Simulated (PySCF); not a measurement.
## How methods differ on the ionisation energy of Er⁵⁴⁺

Er⁵⁴⁺ [Ne] 3s2 3p2 [3p1/2^2, M_J = 0] → Er⁵⁵⁺ [Ne] 3s2 3p1 [3p1/2^1, M_J = 1/2], as a difference of total energies. Computed with PySCF 2.14 in an even-tempered Gaussian basis (18 s from 15 bohr⁻², ratio 2.4; 14 p from 20 bohr⁻², ratio 2.4; 4 d from 68 bohr⁻², ratio 2.6; 4 f from 100 bohr⁻², ratio 2.6), with the two-component X2C-1e Hamiltonian. Correlated levels: 1s2 frozen; the 54 highest virtual spinors dropped. "Screened" scales the spin-orbit matrix elements by Boettger's factors to mimic the two-electron term; Breit and QED terms are absent.

```tsv
method	ionisation energy (eV)
GHF (spin-free)	5176.3
GMP2 (spin-free)	5177.1
GHF (screened spin-orbit)	5334.1
GMP2 (screened spin-orbit)	5335.9
```

Breit and QED terms and the two-electron picture change are absent.

The spin-free rows relax to the high-spin LS determinant and lack the spin-orbit shift.

The labels give the starting determinants; with spin-orbit coupling the two ends relaxed to ⟨J²⟩ = 0.00, ⟨L²⟩ = 1.35, ⟨S²⟩ = 1.35 and ⟨J²⟩ = 0.75, ⟨L²⟩ = 2.02, ⟨S²⟩ = 0.77.

For comparison: 5329 ± 5 eV (theoretical estimate listed by NIST; NIST Atomic Spectra Database, ionization energies).
